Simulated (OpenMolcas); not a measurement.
Rh2+ among 2 point charges of -2 e arranged as a linear pair (D∞h), 2.1 Å from the ion.

| Quantity | Value |
| --- | --- |
| Program | OpenMolcas 26.06 |
| Method | CASSCF |
| Basis | ANO-RCC-VDZP [6s5p3d1f] |
| Scalar Hamiltonian | DKH2, point nucleus |
| Active space | 7 electrons in 5 orbitals (4d) |
| State averaging | 2S+1 = 4 even, 10 roots; 2S+1 = 2 even, 40 roots |
| Spin-orbit coupling | RASSI with atomic mean-field integrals over the reference wave functions |

(1) What is the spin-free ground state (labels by Λ)?

(2) Where is the first state of the same spin?

(3) What are the lowest two levels with spin-orbit coupling?

(4) What is χT at 300 K, and how does it compare with the textbook value?

Results:

(1) 4Σ, 1-fold in its orbital part, 52 % from free-ion F terms; it has the highest spin that d7 allows.

(2) 4Φ at 2240 cm-1 above the ground state.

(3) A 2-fold level with g = 1.95, 5.00, 5.00, then a 2-fold level 70.5 cm-1 above it. Their leading multiplicities are 4 (99 %) and 4 (97 %).

(4) The lowest level has 2S+1 = 4, for which the spin-only value is χT = S(S+1) / 2 = 1.875 cm3 K/mol (g = 2). The computed 2.716 at 300 K differs by +0.841, through orbital momentum, spin-orbit coupling and any other state in reach.

Without dynamic correlation the repulsion within the d shell is too large (B by tens of per cent), so at a given field states of lower spin stand too high. Point charges give a weaker field than real ligands, and real ions of this kind are as a rule low spin; the high spin found here belongs to the model. Point charges carry no covalency, so the field is a model and not that of real ligands. No measured value stands beside these numbers.
